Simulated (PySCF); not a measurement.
**Two-dimensional NMR puzzle**

Compound of formula C₃H₈FPSi. Correlations simulated from computed shifts and the bond graph:

HSQC (one-bond C–H):
```csv
δH,δC
5.24,81.7
1.08,15.5
1.06,15.5
0.49,-6.6
```

COSY cross peaks (H two or three bonds apart, from the bond graph; peaks can be absent where the dihedral angle is near 90°):
```csv
δH,δH
5.24,1.08
5.24,1.06
1.08,1.06
```

HMBC (two and three bonds, from the bond graph):
```csv
δH,δC
5.24,"15.5, -6.6"
1.08,"81.7, -6.6"
1.06,"81.7, -6.6"
0.95,"81.7, 15.5, -6.6"
0.49,"81.7, 15.5"
```

Level of theory: shieldings: GIAO PBE0/pcSseg-1, geometry: GFN2-xTB, in PySCF 2.14 (single conformer, one averaged value for each set of equivalent atoms, relativity neglected, in vacuum).

δ = σ(ref) − σ, references computed at the same level: TMS for 1H and 13C.

Exchangeable hydrogens are left out of these lists.

Task: Which molecule is this?

Result: SMILES [Si@]1(C)(P)C[C@H]1F.

Mapped SMILES: `[CH3:1][Si@@:2]1([PH2:3])[CH2:4][C@H:5]1[F:6]`. Hydrogens are named by the atom that carries them. Ha(C4) is cis to F6 on the ring; Hb(C4) is trans to F6 on the ring.

1. δC 81.7 is C5, a three-membered-ring carbon (δH 5.24).
2. δC 15.5 is C4, a three-membered-ring carbon (δH 1.06, 1.08).
3. δC -6.6 is C1, a methyl carbon bonded to Si (δH 0.49).
4. COSY links 5.24–1.08, 5.24–1.06, 1.08–1.06.

The data come from this structure; uniqueness wasn't tested.

Shifts are as computed. Against solution values, carbons near 30 ppm lie about +3 ppm off and those near 130 ppm about +5 ppm. Of 1211 compounds with measured shifts, 218 miss one by over three times the rms of a fit or turn the order of signals round; such compounds aren't used in these exercises.
